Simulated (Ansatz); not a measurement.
Geometry optimisation, RKS PBE-D4/def2-SVP in Ansatz 0.2.0.

Input:

```yaml
crystal:
  periodic: [false, false, false]
  atoms:
    - { symbol: Ga, position_ang: [-1.289419, -0.584346, -1.060807] }
    - { symbol: "N", position_ang: [-0.092552, -1.703361, -0.090577] }
    - { symbol: H, position_ang: [-0.799373, -0.186647, -2.495878] }
    - { symbol: H, position_ang: [-2.653077, -0.30104, -0.333809] }
    - { symbol: H, position_ang: [0.346441, 1.93355, 0.535635] }
    - { symbol: O, position_ang: [-0.465879, 2.247475, 0.093024] }
    - { symbol: H, position_ang: [1.385961, -0.250758, 0.9276] }
    - { symbol: O, position_ang: [1.976697, 0.497095, 1.147586] }
    - { symbol: H, position_ang: [0.624688, -2.235315, -0.592468] }
    - { symbol: H, position_ang: [-0.43251, -2.241096, 0.711743] }
    - { symbol: H, position_ang: [-1.116108, 2.248177, 0.820218] }
    - { symbol: H, position_ang: [2.51503, 0.576265, 0.337833] }
basis:
  gaussian: { orbitals: def2-SVP }
hamiltonian:
  xc: pbe
  dispersion: d4
relax:
  f_tol: 0.03
  max_steps: 50
output:
  orbitals: {}
```

Launched with:

```bash
$ ansatz run input.yaml --threads 2 --pin off --max-ram 3072MiB --backend cpu --events-out ev --progress --plain --runs-dir out
```

**Question.** Where does it end, and by what steps?

**Answer.** It converged. After 11 steps the energy has fallen by 1.006 eV; O6 moved furthest, 0.68 Å. Joined: Ga1–O6 (3.17 → 2.06 Å).

```json
{"step": "0", "energy less start (eV)": "0.0000", "largest force component (eV/Å)": "0.661", "accepted": "yes"}
{"step": "1", "energy less start (eV)": "-0.2321", "largest force component (eV/Å)": "0.715", "accepted": "yes"}
{"step": "2", "energy less start (eV)": "-0.5307", "largest force component (eV/Å)": "0.971", "accepted": "yes"}
{"step": "3", "energy less start (eV)": "-0.8402", "largest force component (eV/Å)": "0.717", "accepted": "yes"}
{"step": "4", "energy less start (eV)": "-0.9439", "largest force component (eV/Å)": "0.656", "accepted": "yes"}
{"step": "5", "energy less start (eV)": "-0.9915", "largest force component (eV/Å)": "0.285", "accepted": "yes"}
{"step": "6", "energy less start (eV)": "-0.9997", "largest force component (eV/Å)": "0.164", "accepted": "yes"}
{"step": "7", "energy less start (eV)": "-1.0008", "largest force component (eV/Å)": "0.361", "accepted": "yes"}
{"step": "8", "energy less start (eV)": "-1.0053", "largest force component (eV/Å)": "0.072", "accepted": "yes"}
{"step": "9", "energy less start (eV)": "-1.0060", "largest force component (eV/Å)": "0.034", "accepted": "yes"}
{"step": "10", "energy less start (eV)": "-1.0060", "largest force component (eV/Å)": "0.053", "accepted": "no"}
{"step": "11", "energy less start (eV)": "-1.0061", "largest force component (eV/Å)": "0.013", "accepted": "yes"}
```

```xyz
12
Properties=species:S:1:pos:R:3
Ga -1.140 -0.160 -0.856
N 0.119 -1.349 0.068
H -0.749 -0.021 -2.378
H -2.602 -0.206 -0.248
H 0.496 1.294 0.462
O -0.416 1.584 -0.034
H 1.107 -0.352 0.691
O 1.588 0.559 1.007
H 0.580 -2.005 -0.575
H -0.327 -1.926 0.794
H -1.012 1.926 0.657
H 2.355 0.656 0.412
```

Whether the end is a true minimum wasn't checked by a vibrational analysis.

The run took 36 s on 2 threads of Intel(R) Xeon(R) Platinum 8488C (Sapphire Rapids) (shared host), peak memory 0.18 GiB.
